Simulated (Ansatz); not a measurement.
Basis-set extrapolation for `[CH3][Al]([F])[SH]` (PBE0-D4/def2-TZVP geometry, frozen core, the Gaussian-basis code of Ansatz). Multiplicity 1, RHF reference.

|  | def2-TZVPP | def2-QZVPP |
| --- | --- | --- |
| HF | -779.306955 | -779.332335 |
| MP2 correlation | -0.682452 | -0.740547 |
| CCSD(T) correlation | -0.744477 | not run |

Energies in hartree. Use E(X) = E(∞) + A·exp(−7.88·√X) for Hartree–Fock and E(X) = E(∞) + B·X^(−2.97) for correlation, with X = 3 and 4, and add CCSD(T) minus MP2 of the smaller set to the MP2 limit.

Q: What is the CCSD(T) energy at the basis-set limit?

A: HF limit: -779.332335 + (-0.025380) × 0.13774 = -779.33583. MP2 limit: -0.740547 + (-0.058095) × 0.74074 = -0.78358. Higher-order term: -0.744477 − (-0.682452) = -0.06203. Total: -780.18144 hartree, 3.54 eV below CCSD(T)/def2-TZVPP.
